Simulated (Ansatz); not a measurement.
A structure relaxed at PBE0-D4/def2-SVP in Ansatz, charge 1, singlet:

```xyz
4

Na    0.002   -1.876    0.200
Pt   -1.467    0.287   -1.479
Pt    0.523    1.110   -0.484
Pt    0.942    0.480    1.764
```

Question: Give its formula.

Answer: the cluster NaPt₃⁺.

Question: Summarise the bond lengths by kind (pairs closer than 1.2 times the sum of covalent radii, bridged metal pairs left out).

Answer: 3 × Na–Pt 2.98 to 3.11 Å; 2 × Pt–Pt 2.37 Å.

In the def2 sets Pt takes a core potential; there is no spin–orbit coupling. The restricted singlet is unstable towards broken spin symmetry in Hartree–Fock (as tested in another run); at PBE0-D4/def2-SVP this wasn't settled. The relaxation made no stability test and no search for a lower SCF solution. No other spin state of charge 1 was run. Another isomer (singlet) lies 2.02 eV lower at PBE0-D4/def2-TZVP; other spin states weren't run for this one.
